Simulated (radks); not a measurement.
Results of a calculation; reference values are marked as such.
Fractional charge and spin in the 2p shell of aluminium: the spin-up occupation runs from 2 to 3 and the spin-down occupation from 2 to 3; the fullest corner is Al2+, [He] 2s2 3s(up 0.5, down 0.5) 2p(up 3, down 3). Level of theory: non-relativistic Kohn-Sham, PBEsol, spin-polarised, spherical densities, point nucleus (a radial shooting solver on a logarithmic mesh with Libxc functionals). Energy (eV) above the fullest corner. The planes named below are the two flat planes that join the four corners, with an edge along up + down = one added electron.

down \ up,2,2.5,3
2,246.340,171.564,105.335
2.5,171.564,106.127,48.818
3,105.335,48.818,0.000

Corners above the fullest one (they belong to Al3+ and the next ion): (up 3, down 2) 105.33 eV, (up 2, down 3) 105.33 eV, (up 2, down 2) 246.34 eV. With half an added electron in each spin the energy lies 0.792 eV from the planes, and with half an added electron in spin up alone -4.273 eV. The planes are only a guide here: the flat-plane condition holds for ground states with one frontier orbital, while this shell lies below other occupied shells, so the corners above the fullest one are inner-hole states and not the ground states of those ions.
